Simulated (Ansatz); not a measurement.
Basis sets compared for trans-Ti(PH3)2Br4 (TiP2H6Br4). Charge 0, multiplicity 1. Geometry PBE-D4/def2-SVP. Ansatz on 4 threads of Arm Neoverse V2 on a shared host; times are rough, and most runs start from earlier orbitals.

Cartesian coordinates in Å:
```
Br -2.2444 0.0152 -0.9291
Br 2.1953 0.4647 0.9937
Br -0.8538 -0.7461 2.1389
Br 0.9486 0.2831 -2.2525
P -0.5013 2.5346 0.2681
P 0.5379 -2.5271 -0.2713
Ti 0.0323 0.0081 -0.0175
H -1.5413 2.8673 1.1890
H -0.9908 3.2278 -0.8802
H 0.4904 3.4703 0.7017
H -0.5881 -3.3896 -0.4448
H 1.1535 -3.1870 0.8350
H 1.3617 -3.0214 -1.3311
```

Another isomer (singlet) lies 0.35 eV lower at PBE0-D4/def2-TZVP; other spin states weren't run for this one.

Binding counts from free atoms (Br doublet, P quartet, Ti triplet, H doublet) in the same basis, without a counterpoise term.

| level | functions | energy (Eh) | HOMO (eV) | LUMO (eV) | binding per atom (eV) | wall time |
| --- | --- | --- | --- | --- | --- | --- |
| PBE-D4/def2-SVP | 225 | -11829.0098 | -5.76 | -4.18 | 2.98 | 4.6 s |
| PBE0-D4/def2-SVP | 225 | -11829.4319 | -6.99 | -3.55 | 2.84 | 9 s |

(1) Estimate the rows for PBE-D4/def2-TZVP (with forces), PBE0-D4/def2-TZVP.

Answers

(1) 
```tsv
level	functions	energy (Eh)	HOMO (eV)	LUMO (eV)	binding per atom (eV)	wall time
PBE-D4/def2-TZVP (with forces)	347	-11830.6087	-6.03	-4.36	–	11 s
PBE0-D4/def2-TZVP	347	-11831.0268	-7.19	-3.63	2.85	22 s
```
